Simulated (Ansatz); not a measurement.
Input for Ansatz (a quantum-chemistry and plane-wave program): R-PBE/def2-TZVPP on BH5Si (SMILES B[SiH3]), atoms moved off the minimum.

Ansatz 0.2 input:
```yaml
crystal:
  periodic: [false, false, false]
  atoms:
    - {symbol: B, position_ang: [-0.84746580, -1.30445561, 0.18354673]}
    - {symbol: H, position_ang: [-0.42755967, -2.16457432, 0.68048180]}
    - {symbol: H, position_ang: [-1.87853256, -1.34591131, -0.45049738]}
    - {symbol: Si, position_ang: [0.24520622, 0.45038191, -0.16155980]}
    - {symbol: H, position_ang: [-0.00178781, 1.25962605, 1.05412201]}
    - {symbol: H, position_ang: [0.01736064, 1.28762721, -1.25705647]}
    - {symbol: H, position_ang: [1.72111325, 0.24378894, 0.12624508]}
basis:
  gaussian:
    orbitals: def2-TZVPP
hamiltonian:
  xc: {name: PBE}
scf: {lower_state_search: off}
output: {forces: true}
```

Question: What total energy does the run end on?

Answer: -317.0784 hartree.
